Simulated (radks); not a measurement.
The numbers below are computed, except where a source is named.
Mean orbital radii <r> (bohr) of the bromine ion Br2+, [Ar] 3d10 4s2 4p3, at several levels of relativity; Dirac values are averaged over j with weights 2j + 1. Spin-unpolarised spherical Kohn-Sham, BLYP, point nucleus unless stated (finite: rms radius 4.1629 fm), a radial shooting solver on a logarithmic mesh with Libxc functionals. A level marked "c x" has the speed of light scaled by that factor and shares open shells by 2j + 1; other Dirac levels either fill j = l - 1/2 first or share by 2j + 1.

shell       non-rel.  scalar-rel.  Dirac, 2j+1 shares, finite nucleus  Dirac, c x 100  change of magnitude, last against first (%)
1s           0.04368      0.04275                             0.04274         0.04368                                        0.00
2s            0.1937       0.1895                              0.1893          0.1937                                        0.00
2p            0.1671       0.1654                              0.1653          0.1671                                        0.00
3s            0.5626       0.5515                              0.5513          0.5626                                        0.00
3p            0.5687       0.5640                              0.5639          0.5687                                        0.00
3d            0.5869       0.5891                              0.5892          0.5869                                        0.00
4s             1.615        1.588                               1.588           1.615                                        0.00
4p             1.864        1.857                               1.857           1.864                                        0.00
5s (empty)     3.974        3.929                               3.930           3.974                                        0.00
4d (empty)     2.941        2.970                               2.970           2.941                                        0.00
